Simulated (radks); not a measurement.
Question: All-electron atom: Cd in [Kr] 4d10 5s1 6s1 (not the ground configuration). Calculated with a radial shooting solver on a logarithmic mesh with Libxc functionals: scalar-relativistic Kohn-Sham, r2SCAN, spin-polarised, spherical densities, finite nucleus; open shells are filled with parallel spins first (spin-orbit coupling, left out, can overturn this in heavy ions); meta-GGA in the generalised Kohn-Sham scheme; Fermi nuclear charge, rms radius 4.6087 fm. Some entries of the table are withheld. Estimate them.

orbital,occ.,eigenvalue (hartree),r(max) (bohr),<1/r> (bohr^-1)
1s up,1,-976.8341,0.01968,50.63
1s down,1,-976.8330,0.01968,50.63
2s down,1,-145.7094,0.1112,11.54
2s up,1,-145.7087,0.1112,11.54
2p down,3,-130.6547,0.08901,11.11
2p up,3,-130.6545,0.08901,11.11
3s up,1,-27.52320,0.3234,4.076
3s down,1,-27.52225,0.3234,4.076
3p up,3,-22.54601,0.3168,3.876
3p down,3,-22.54508,0.3168,3.876
3d up,5,-14.77417,0.2664,3.641
3d down,5,-14.77366,0.2664,3.641
4s up,1,-4.18360,0.7970,1.562
4s down,1,-4.18271,0.7973,1.561
4p up,3,-2.71957,0.8466,1.408
4p down,3,-2.71828,0.8469,1.409
4d up,5,-0.63228,0.9810,1.056
4d down,5,-0.62132,0.9788,1.069
5s up,1,-0.36441,2.248,0.4816
5s down,0,-0.30103,2.239,0.4752
6s up,1,-0.06005,(1),0.1517

Answer: 
(1) 6s up r(max) (bohr): 7.251
